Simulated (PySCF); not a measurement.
CI2, neutral, multiplicity 1. Atoms are numbered in the order given.

```xyz
3

C      0.0000     0.0000     1.1083
I      0.0000     1.7512    -0.0627
I      0.0000    -1.7512    -0.0627
```

Geometry: B3LYP-D3(BJ)/def2-TZVP. The def2 effective core potentials stand for the cores of I; spin–orbit coupling is left out.

Calculation: r2SCAN/def2-TZVPD (PySCF).

The molecule is in vacuum.

Computed frontier levels, gap, dipole moment and polarisability:
```yaml
highest_occupied_level: -6.07 eV
lowest_empty_level: -4.49 eV
orbital_gap: 1.58 eV
dipole_moment: 1.16 D
quadrupole, principal values (traceless, Buckingham form, about the centre of nuclear charge): -5.58, 0.41, 5.17 D·Å
mean_static_polarisability: 90.9 bohr³ (13.48 Å³)
polarisability_principal_values: 60.4, 72.9, 139.4 bohr³
```
